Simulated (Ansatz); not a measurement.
A structure relaxed at PBE-D4/def2-SVPD in Ansatz, charge -1, doublet:

```xyz
5

In    0.3027    1.4325    0.0671
In   -0.4281   -1.4030   -0.1657
Se    1.6007   -0.5386    1.2748
Se   -1.7017   -3.3195   -0.9083
Se    0.2264    3.8287   -0.2679
```

(1) Give its formula.

(2) Summarise the bond lengths by kind (pairs closer than 1.2 times the sum of covalent radii, bridged metal pairs left out).

## Answers

(1) In2Se3⁻.

(2) 4 × In–Se 2.42 to 2.65 Å.

In the def2 sets In takes a core potential; there is no spin–orbit coupling. The relaxation made no stability test and no search for a lower SCF solution. Another isomer (doublet) lies 0.42 eV lower at PBE0-D4/def2-TZVPD; other spin states weren't run for this one.
